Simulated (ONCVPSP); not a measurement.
# silver (Ag), ONCV: configuration errors across variants

ONCVPSP 4.0.1 input, shortened (lines: element, Z, core and valence counts, functional; n l f; lmax; l rc ep ncon nbas qcut; lloc lpopt rc5 dvloc0; l nproj debl; icmod fcfact rcfact), PW91, scalar-relativistic:

```
  Ag 47.00    8    2  -109134      upf
    1    0    2.00
    2    0    2.00
    2    1    6.00
    3    0    2.00
    3    1    6.00
    3    2   10.00
    4    0    2.00
    4    1    6.00
    4    2   10.00
    5    1    1.00
    2
    0    2.65    0.39    4    7    2.30
    1    2.95    0.00    4    8    3.20
    2    1.90    0.00    4    9    9.20
    4    4    1.35    2.00
    0    3    2.10
    1    1    3.60
    2    3    3.70
    3    5.00    1.20
```

In the s channel the program set the typed energies aside and used 0.050, 2.150, 4.250 Ha.

All-electron excitation energies from the reference (eV): (1) 4d10 5s1 5p0 -3.904; (2) 4d10 5p0 3.921; (3) 4d9 5p0 26.115; (4) 4d10 5s0.5 5p0 -0.857.

1 further variants failed, have other tests or too few solved ones, and are left out.

A true bound ghost makes a file unfit for plane-wave use even where its test errors are small: the radial tests pick states by their node count and pass the ghost by.

Errors AE − PS in meV (a dash: test not solved or not reliable):

```csv
change,(1),(2),(3),(4),bound ghosts,GHOST(+) flags above zero
base,+2.7,+1.3,+6.2,+0.3,none,"s, p"
"all radii but the core radius scaled by about 0.79 (s 2.10, p 2.34, d 1.52 bohr); local potential polynomial inside 1.08 bohr (lpopt 4, dvloc0 2 Ha)",+2.9,+1.2,–,+1.5,p,s
"all radii but the core radius scaled by about 0.85 (s 2.26, p 2.52, d 1.62 bohr); local potential polynomial inside 1.16 bohr (lpopt 4, dvloc0 2 Ha)",–,–,–,–,p,s
"all radii but the core radius scaled by about 0.92 (s 2.44, p 2.72, d 1.74 bohr); local potential polynomial inside 1.24 bohr (lpopt 4, dvloc0 2 Ha)",+3.0,+1.2,+6.0,+0.9,none,s
"all radii but the core radius scaled by about 1.13 (s 3.00, p 3.34, d 2.14 bohr); local potential polynomial inside 1.52 bohr (lpopt 4, dvloc0 2 Ha)",-1.1,+1.1,+4.0,-1.3,none,s
"all radii but the core radius scaled by about 1.17 (s 3.10, p 3.44, d 2.22 bohr); local potential polynomial inside 1.58 bohr (lpopt 4, dvloc0 2 Ha)",-3.5,+1.0,+3.7,-2.2,none,s
"all radii but the core radius scaled by about 1.24 (s 3.28, p 3.66, d 2.36 bohr); local potential polynomial inside 1.68 bohr (lpopt 4, dvloc0 2 Ha)",-3.8,+0.7,+3.8,-2.3,none,s
```

**Question.** Give the same row for: all radii but the core radius scaled by about 1.04 (s 2.76, p 3.06, d 1.98 bohr); local potential polynomial inside 1.40 bohr (lpopt 4, dvloc0 2 Ha).

**Answer.** +2.1, +1.3, +5.8, 0.0; bound ghosts: none; GHOST(+) flags above zero: s, p.
